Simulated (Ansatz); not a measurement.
Ansatz (a program for electronic structure) input:
A basis named .json is the Basis Set Exchange file of that set.

Ansatz 0.2 input:
```yaml
crystal:
  periodic: [false, false, false]
  atoms:
    - {symbol: Si, position_ang: [-0.12715094, -0.25195329, -0.27007601]}
    - {symbol: F, position_ang: [-0.74687488, -0.71975965, 1.13064117]}
    - {symbol: F, position_ang: [-0.72888459, 1.18221121, -0.65217284]}
    - {symbol: N, position_ang: [1.55350392, -0.04291937, -0.03011161]}
    - {symbol: H, position_ang: [2.08795311, -0.77582140, 0.41336219]}
    - {symbol: H, position_ang: [2.09946784, 0.44153906, -0.72773167]}
basis:
  gaussian:
    orbitals: cc-pV_Q+d_Z.json
magnetization: {spin_polarized: true, initial_magnetization: 1}
correlation: {method: ccsd_t, electrons: outside_noble_gas}
```

Problem. Predict the final energy.

Solution. -544.62129 Eh (CCSD(T)/cc-pV(Q+d)Z). The basis has 289 functions.

It need not be the lowest isomer of its formula.
